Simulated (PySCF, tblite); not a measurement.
Isomers of C6H6N (doublet state), one GFN2-xTB conformer each. Single-point energies are computed at B3LYP/pcH-1 (PySCF, gas phase, no added dispersion term), electronic only. GFN2-xTB treats the open shell by occupation alone, and not every SCF solution was tested for stability.

**Question.** Rank them by B3LYP/pcH-1 energy, lowest first (kJ/mol).
A. `[CH:1]#[C:2][CH:3][C@H:4]([NH2:5])[C:6]#[CH:7]` (doublet state) with C2–C3–C4–N5 -103°, C3–C4–N5–H -63° and 57°
B. `[CH2:1]=[C:2][C:3]1([C:4]#[N:5])[CH2:6][CH2:7]1` (doublet state) with C1–C2–C3–C4 64°
C. `[CH:1]=[C:2]=[C:3]([C:4]#[N:5])[CH2:6][CH3:7]` (doublet state) with C2–C3–C6–C7 -90°
D. `[CH:1]#[C:2][CH2:3][C:4]([NH2:5])[C:6]#[CH:7]` (doublet state) with C2–C3–C4–N5 -73°
E. `C([C@H]1C=C[CH]N1)#C` [radical]

**Answer.** C (0.0), E (58.7), B (92.2), D (152.9), A (197.0).

As drawn, the highest has an N–H bond, which the lowest lacks. GFN2-xTB itself gives, in the same order: 35.1, 0.0, 108.6, 155.2, 211.0. GFN2-xTB puts C#C[C@H]1C=C[CH]N1 lowest instead; measured from each level's own lowest isomer, the values differ by up to 58.7 kJ/mol (C#C[C@H]1C=C[CH]N1: 0.0 against 58.7).

**Question.** What happens when harmonic zero-point energies from GFN2-xTB frequencies are added?

**Answer.** 
```json
{"SMILES": "[CH]=C=C(C#N)CC", "ZPE (kJ/mol)": "254.4", "electronic (kJ/mol)": "0.0", "with ZPE (kJ/mol)": "0.0"}
{"SMILES": "C#C[C@H]1C=C[CH]N1", "ZPE (kJ/mol)": "256.3", "electronic (kJ/mol)": "58.7", "with ZPE (kJ/mol)": "60.6"}
{"SMILES": "C=[C]C1(C#N)CC1", "ZPE (kJ/mol)": "253.1", "electronic (kJ/mol)": "92.2", "with ZPE (kJ/mol)": "90.8"}
{"SMILES": "C#CC[C](N)C#C", "ZPE (kJ/mol)": "248.3", "electronic (kJ/mol)": "152.9", "with ZPE (kJ/mol)": "146.8"}
{"SMILES": "C#C[CH][C@H](N)C#C", "ZPE (kJ/mol)": "247.3", "electronic (kJ/mol)": "197.0", "with ZPE (kJ/mol)": "189.9"}
```

The zero-point energies span 9.0 kJ/mol. The order is unchanged.

**Question.** As an exercise, what shares would exp(−E/RT) give at 2000 K from these electronic energies alone (no entropy, no degeneracies)?

**Answer.** RT = 16.629 kJ/mol: [CH]=C=C(C#N)CC 96.8 %, C#C[C@H]1C=C[CH]N1 2.8 %, C=[C]C1(C#N)CC1 0.4 %, C#CC[C](N)C#C under 0.1 %, C#C[CH][C@H](N)C#C under 0.1 %.
